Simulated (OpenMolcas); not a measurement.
**N2+, P2+, As2+, Sb2+, Bi2+: ns2 np down the group**

```json
{"Program": "OpenMolcas 26.06", "Method": "CASSCF", "Basis": "ANO-RCC-VTZP", "Scalar Hamiltonian": "DKH2, point nucleus", "Spin-orbit coupling": "state interaction with AMFI integrals over the reference wave functions, term energies averaged over their components"}
```

Active space for each ion: 3 electrons in 4 orbitals (s p).

Computed levels in cm-1 above 2P* 1/2:

```
                                Level  N2+  P2+  As2+  Sb2+   Bi2+
                              2P* 3/2  158  484  2609  5811  18056
weight of 2P* in the lowest level (%)  100  100   100   100    100
```

Measured, with the error of the calculation in %. Measured levels: N2+ from Moore, Selected Tables of Atomic Spectra, NSRDS-NBS 3, section 5; P2+ from Martin, Zalubas and Musgrove, J. Phys. Chem. Ref. Data 14, 751 (1985); As2+ from Moore, Atomic Energy Levels, vol. II, NSRDS-NBS 35 (1971 reprint of NBS Circular 467, 1952); Sb2+, Bi2+ from Moore, Atomic Energy Levels, vol. III, NSRDS-NBS 35 (1971 reprint of NBS Circular 467, 1958).

| Level | N2+ | P2+ | As2+ | Sb2+ | Bi2+ |
| --- | --- | --- | --- | --- | --- |
| 2P* 3/2 | 174 (-9.6) | 559 (-13.4) | 2940 (-11.3) | 6576 (-11.6) | 20788 (-13.1) |

The fine-structure level 2P* 3/2 changes by a factor of 114 from N2+ to Bi2+.

Measured partners are found by configuration, term and J. A level has none where our copy of the source lacks it or the pairing is in doubt (some pairs that miss far off the trend of their configuration count as doubtful), and it then counts in no deviation. Only configurations of the active space appear.

* marks odd parity.
